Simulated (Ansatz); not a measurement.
Total energies of `COc1ccc(-c2cc(C)c(-c3cc(C)c(-c4cc(C)c(-c5cc(C)c(-c6cc(C)c(-c7cc(C)c(-c8ccc(C(F)=C(F)F)cc8)s7)s6)s5)s4)s3)s2)cc1` from Ansatz at LDA (SPW92)/def2-TZVP, gas phase (1 Eh = 27.2114 eV = 2625.5 kJ/mol). The reference geometry is relaxed at PBE-D4/def2-SVP.

```
                state   geometry  energy (Eh)
     charge 0 singlet  reference  -4474.19915
     charge 1 doublet  reference  -4473.99562
    charge -1 doublet  reference  -4474.27103
free C atom (triplet)          –    -37.46560
free O atom (triplet)          –    -74.52292
free F atom (doublet)          –    -99.10436
free S atom (triplet)          –   -396.72065
free H atom (doublet)          –     -0.47838
```

Single mean-field runs in def2-TZVP are fitted with def2-universal-jkfit.

**Question.** Work out the vertical ionisation energy to the doublet.

**Answer.** E(charge 1 doublet) − E(charge 0 singlet) = -4473.99562 − (-4474.19915) = 0.20353 Eh = 5.54 eV. For comparison, −ε of the highest occupied level is 4.42 eV at this level, 1.12 eV less.

**Question.** Work out the vertical electron affinity, to the doublet.

**Answer.** E(charge 0 singlet) − E(charge -1 doublet) = -4474.19915 − (-4474.27103) = 0.07188 Eh = 1.96 eV. The basis lacks diffuse functions, which makes affinities too small.

**Question.** Give the fundamental gap IE − EA, the Mulliken electronegativity (IE + EA)/2 and the hardness (IE − EA)/2.

**Answer.** From the values in Eh: IE − EA = 0.20353 − 0.07188 = 0.13165 Eh = 3.58 eV; (IE + EA)/2 = 3.75 eV; (IE − EA)/2 = 1.79 eV. The HOMO–LUMO gap of the same run is 1.38 eV, 2.20 eV smaller than the fundamental gap.

**Question.** What is the binding energy per atom against free atoms?

**Answer.** Atoms: 45 × (-37.46560) + 1 × (-74.52292) + 3 × (-99.10436) + 6 × (-396.72065) + 35 × (-0.47838) = -4454.85520 Eh. Binding: -4454.85520 − (-4474.19915) = 19.34395 Eh = 526.38 eV, or 5.85 eV for each of 90 atoms (no zero-point energy, no counterpoise term).
